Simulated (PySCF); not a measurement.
Species: C5H8F2Si2.
Numbering: `[CH:1]#[C:2][C@@H:3]1[CH2:4][SiH2:5][C@H:6]([F:7])[Si@@H:8]1[F:9]`

NICS is the negative of the GIAO shielding at a point without a nucleus: at the ring centre (0) and 1 Å above and below it (1); zz is the component along the ring normal. Level: GIAO PBE0/pcSseg-1 (PySCF, non-relativistic, gas phase) on the GFN2-xTB geometry, one conformer.

Ring bond lengths (Å), with Mayer bond orders in brackets: C3–C4 1.546 (1.01), C4–Si5 1.909 (0.91), Si5–C6 1.936 (0.85), C6–Si8 1.916 (0.84), Si8–C3 1.915 (0.82).

**Question.** Give the NICS values of each ring in ppm.

**Answer.** 
```csv
ring,type,NICS(0),"NICS(1), two faces","NICS(1)zz, two faces",rms pucker (Å),"centre to ring atoms, mean (Å)"
C3–C4–Si5–C6–Si8,5-membered ring with 2 Si; formal bonds all single,-3.5,-1.5 / -4.8,2.9 / -1.6,0.21,1.54
```

**Question.** What can be read from them?

**Answer.** 
- C3–C4–Si5–C6–Si8: mean NICS(1)zz 0.7 ppm, near zero. C3, C4, Si5, C6, Si8 have four or more neighbours, and the NICS criterion for π rings isn't applied. The two faces differ by 4.5 ppm, so no symmetry operation interchanges them.

**Question.** At the second NICS(1) probe listed for ring C3–C4–Si5–C6–Si8, 1 Å off the ring, what do the in-plane components average?

**Answer.** The isotropic value is a third of the trace: (3 × -4.8 − (-1.6))/2 = -6.4 ppm.

**Question.** What are the shieldings of the ring atoms and their hydrogens in the same run (means over atoms taken as equivalent)?

**Answer.** 
```tsv
atoms	environment	σ isotropic (ppm)	principal values of the symmetric part, first atom (ppm)
C3	sp3 carbon bound to silicon	168.6	157.5, 167.0, 181.3
C4	sp3 carbon bound to silicon	171.7	149.5, 172.1, 193.4
Si5	SiH2 silicon	384.5	348.7, 382.2, 422.5
C6	sp3 C–F carbon	103.7	48.7, 81.1, 181.2
Si8	fluorine-bound silicon	334.5	312.2, 326.1, 365.1
H on C3	methine hydrogen	30.18	24.9, 30.0, 35.6
H on C4	methylene hydrogen	30.02	26.1, 28.8, 35.2
H on C4	methylene hydrogen	30.09	25.0, 28.3, 36.9
H on Si5	Si–H hydrogen	27.05	24.1, 24.7, 32.4
H on Si5	Si–H hydrogen	27.37	23.6, 25.4, 33.2
H on C6	methine hydrogen	26.40	23.6, 26.7, 29.0
H on Si8	Si–H hydrogen	26.28	23.0, 23.5, 32.3
```

On one thread, Arm Neoverse V1 (aarch64), no GPU, shared host with 32 logical CPUs at a one-minute load of 24, this took 42 s wall and 0.94 GiB of memory at its peak. This is the whole shielding run at PBE0/pcSseg-1, SCF included.
